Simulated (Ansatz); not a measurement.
Input file for C$_{4}$H$_{9}$FGeO (`CC(C)(C)[O][Ge][F]`):

```yaml
crystal:
  periodic: [false, false, false]
  atoms:
    - {symbol: C, position_ang: [0.432775, 0.435890, 1.611856]}
    - {symbol: C, position_ang: [0.086536, 0.142848, 0.161387]}
    - {symbol: C, position_ang: [0.866504, -1.062507, -0.342595]}
    - {symbol: C, position_ang: [-1.411305, -0.071624, 0.001029]}
    - {symbol: O, position_ang: [0.482201, 1.308068, -0.575952]}
    - {symbol: Ge, position_ang: [0.444103, 1.805713, -2.261735]}
    - {symbol: F, position_ang: [-0.290198, 0.381883, -3.024180]}
    - {symbol: H, position_ang: [0.162452, -0.408177, 2.250552]}
    - {symbol: H, position_ang: [1.503543, 0.621736, 1.715744]}
    - {symbol: H, position_ang: [-0.104926, 1.320536, 1.958500]}
    - {symbol: H, position_ang: [0.619835, -1.273524, -1.384166]}
    - {symbol: H, position_ang: [0.627679, -1.945968, 0.254013]}
    - {symbol: H, position_ang: [1.940027, -0.876739, -0.261867]}
    - {symbol: H, position_ang: [-1.661646, -0.281872, -1.039810]}
    - {symbol: H, position_ang: [-1.741862, -0.914666, 0.612167]}
    - {symbol: H, position_ang: [-1.955697, 0.818384, 0.325067]}
basis:
  gaussian: {orbitals: def2-SVP}
correlation: {method: ccsd_t}
```

```sh
$ ansatz run in.yaml --threads 3 --pin off --events-out ev --progress --plain --backend cuda
```

Log, shortened:

```
Functional definition: HF
1619 factors; integrals over basis functions are off by at most 1.6e-3 eV
mean field evaluation 1: about -65463.0114 eV, gradient 4.8e1 eV
mean field evaluation 2: about -65463.1355 eV, gradient 4.8e1 eV
mean field evaluation 4: about -65468.6123 eV, gradient 5.4e0 eV
mean field evaluation 8: about -65468.7032 eV, gradient 4.4e-1 eV
mean field -65468.70385369 eV, -2405.9304903419 hartree, gradient 1.1e-6 eV, S^2 0.000000; 0 other end points of the search recorded, 0 dependent functions left out
15 core orbitals not correlated: weight in the atoms' cores, before any rotation towards them, 1.000 or more for the frozen orbitals, at most 0.000 for the correlated occupied ones
reference -65468.70385369 eV, -2405.9304903419 hartree; 26, 26 occupied and 120, 120 virtual orbitals, 1619 factors
second order -31.55867603 eV of doubles, -0.00000000 eV of singles
cycle   1  -31.91967869 eV  change   -3.6e-1 eV  update   1.5e-1
cycle   2  -32.77025445 eV  change   -8.5e-1 eV  update   4.6e-2
cycle   3  -33.01248801 eV  change   -2.4e-1 eV  update   2.7e-2
cycle   4  -33.00112123 eV  change    1.1e-2 eV  update   7.4e-3
cycle   5  -32.99762082 eV  change    3.5e-3 eV  update   3.9e-3
cycle   6  -32.99880405 eV  change   -1.2e-3 eV  update   1.4e-3
cycle   7  -32.99802827 eV  change    7.8e-4 eV  update   5.2e-4
cycle   8  -32.99794796 eV  change    8.0e-5 eV  update   1.6e-4
cycle   9  -32.99802625 eV  change   -7.8e-5 eV  update   6.0e-5
cycle  10  -32.99801310 eV  change    1.3e-5 eV  update   2.6e-5
perturbative correction -0.95953441 eV, -0.0352622392 hartree
Total energy: -65502.66140120 eV, -2407.1784071957 hartree
```

Run time 1.7 s (3 threads of an AMD EPYC 7R13 on a shared host and a share of an NVIDIA H100 80 GB); peak host memory 0.8 GiB.

The correlation energy is -33.958 eV, 2.8 % of it from (T); the T1 diagnostic reads 0.0138.
